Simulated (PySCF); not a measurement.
These compounds are isomers of formula C9H11OP.

A. `CO/C=P/c1cccc(C)c1`
B. `C[P@@]1(=O)CCc2ccccc21`
C. SMILES C=CC1=C(C)C=C[P@]1(=O)C=C

Spectrum 1. ¹H NMR (400 MHz, computed): δ 9.19 (m, 1H), 7.70 (m, 1H), 7.50 (m, 1H), 7.46 (m, 1H), 7.36 (m, 1H), 3.88 (s, 3H), 2.51 (s, 3H). ¹³C{¹H} NMR (computed): δ 222.1 (CH), 148.9 (C), 143.0 (C), 139.5 (CH), 134.3 (CH), 133.7 (CH), 133.1 (CH), 62.0 (CH3), 23.9 (CH3).

Spectrum 2. ¹H NMR (400 MHz, computed): δ 7.16 (m, 1H), 6.90 (m, 1H), 6.75 (m, 1H), 6.68 (m, 1H), 6.34 (m, 1H), 6.22 (m, 1H), 6.01 (m, 1H), 5.72 (m, 1H), 2.07 (s, 3H). ¹³C{¹H} NMR (computed): δ 150.7 (CH), 147.9 (C), 143.4 (CH2), 142.5 (CH), 142.0 (C), 138.1 (CH), 134.2 (CH), 130.8 (CH2), 17.6 (CH3).

Spectrum 3. ¹H NMR (400 MHz, computed): δ 8.11 (m, 1H), 7.69 (m, 1H), 7.64 (m, 1H), 7.53 (m, 1H), 3.09 (m, 1H), 2.78 (m, 1H), 2.21 (m, 1H), 2.04 (m, 1H), 1.43 (m, 3H). ¹³C{¹H} NMR (computed): δ 150.2 (C), 142.1 (C), 137.1 (CH), 134.9 (CH), 132.5 (CH), 131.8 (CH), 34.7 (CH2), 30.6 (CH2), 19.6 (CH3).

Computed data (PySCF): coordinates at the GFN2-xTB level, shieldings: GIAO PBE0/pcSseg-1. One conformer, isolated molecule, rapidly exchanging positions averaged, non-relativistic Hamiltonian.

Shifts are taken against calculated references (same method and geometry level): TMS for ¹H and ¹³C. Splittings of carbon signals by F and P are missing where no couplings were computed. Where no couplings were computed, multiplicities follow the n + 1 count of equivalent neighbours, and m marks all less simple cases (inequivalent or close neighbours, rings, F or P nearby). Shifts are as computed. Against solution values, carbons near 30 ppm lie about +3 ppm off and those near 130 ppm about +5 ppm. Of 1211 compounds with measured shifts, 218 miss one by over three times the rms of a fit or turn the order of signals round; such compounds aren't used in these exercises.

**Question.** Match each spectrum to its structure.

**Answer.** 1–A, 2–C, 3–B.

- Spectrum 1 (A): 9 ¹³C signals; δC 139.5 is an aromatic CH; δC 134.3 is an aromatic CH.
- Spectrum 2 (C): 9 ¹³C signals; δC 150.7 is an alkene CH; δC 147.9 is a fully substituted alkene carbon.
- Spectrum 3 (B): 9 ¹³C signals; δC 137.1 is an aromatic CH; δC 134.9 is an aromatic CH.
